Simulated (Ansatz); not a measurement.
The pair A = HBr (SMILES Br) (first 2 atoms), B = H4OSi (SMILES O[SiH3]); geometry from B3LYP-D3(BJ)/def2-TZVP.
(charge 0, multiplicity 1):
```xyz
8

Br    -0.467    -1.377    -0.096
H      0.413    -0.308     0.254
O     -1.039    -0.114     3.187
Si     0.560     0.223     3.388
H     -1.286    -0.702     2.465
H      1.344    -0.970     3.789
H      0.642     1.262     4.432
H      1.163     0.742     2.127
```

The values were computed with Ansatz (Gaussian orbitals). 

Total energies (hartree), monomers frozen at their geometry in the pair:

```json
[
 {"structure": "AB", "HF/def2-SVPD": "-2938.7018979", "HF/def2-TZVPPD": "-2939.2124380", "B3LYP/def2-TZVPPD": "-2942.0196287"},
 {"structure": "A in the pair's basis", "HF/def2-SVPD": "-2572.6894492", "HF/def2-TZVPPD": "-2573.0022598", "B3LYP/def2-TZVPPD": "-2574.7906697"},
 {"structure": "B in the pair's basis", "HF/def2-SVPD": "-366.0132883", "HF/def2-TZVPPD": "-366.2110141", "B3LYP/def2-TZVPPD": "-367.2277368"},
 {"structure": "A", "HF/def2-SVPD": "-2572.6890694", "HF/def2-TZVPPD": "-2573.0021287", "B3LYP/def2-TZVPPD": "-2574.7905387"},
 {"structure": "B", "HF/def2-SVPD": "-366.0129324", "HF/def2-TZVPPD": "-366.2109797", "B3LYP/def2-TZVPPD": "-367.2276944"}
]
```

Work out the interaction energy without and with the counterpoise correction, and the superposition error, for each level.


E(AB) − E(A) − E(B), times 627.509 kcal/mol, with the monomers in their own basis and then in the pair's basis:
- HF/def2-SVPD: 0.07 uncorrected, 0.53 corrected; the monomers gain 0.46 kcal/mol from borrowed functions
- HF/def2-TZVPPD: 0.42 uncorrected, 0.52 corrected; the monomers gain 0.10 kcal/mol from borrowed functions
- B3LYP/def2-TZVPPD: -0.88 uncorrected, -0.77 corrected; the monomers gain 0.11 kcal/mol from borrowed functions

Ansatz is an electronic-structure program.
